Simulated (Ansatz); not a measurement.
```yaml
crystal:
  periodic: [false, false, false]
  atoms:
    - {symbol: Si, position_ang: [-0.734633, 0.138853, -0.386105]}
    - {symbol: C, position_ang: [0.191911, -0.566966, -0.041166]}
    - {symbol: Sb, position_ang: [1.260593, -0.017177, 0.827485]}
    - {symbol: H, position_ang: [-1.445736, -0.322447, -1.041843]}
    - {symbol: H, position_ang: [-0.308016, 0.793281, -1.014693]}
    - {symbol: H, position_ang: [-1.048444, 0.499314, 0.314321]}
    - {symbol: H, position_ang: [0.557774, -0.980289, -0.632771]}
    - {symbol: H, position_ang: [-0.093241, -1.230683, 0.319246]}
    - {symbol: H, position_ang: [0.406002, 0.495319, 1.289914]}
    - {symbol: H, position_ang: [1.195408, 0.931255, 0.095497]}
basis:
  gaussian: {orbitals: def2-TZVPP, fitting: {mean_field: cc-pVTZ-jkfit}, point_charges: [{charge: 0.50, position_ang: [5.647, 0.174, -0.228]}]}
magnetization: {spin_polarized: true, initial_magnetization: 2}
hamiltonian: {xc: {name: HF}}
correlation: {method: mp2}
output: {forces: true}
```

```sh
$ ansatz run in.yaml --threads 2 --pin off --events-out ev --progress --plain --max-ram 4352MiB
```

Task: How does Ansatz answer? (Estimate.)

Result: Computed: The program refused the input.
```
Functional definition: HF
Error: <dir> the basis set cc-pVTZ-JKFIT has no functions for Sb
```
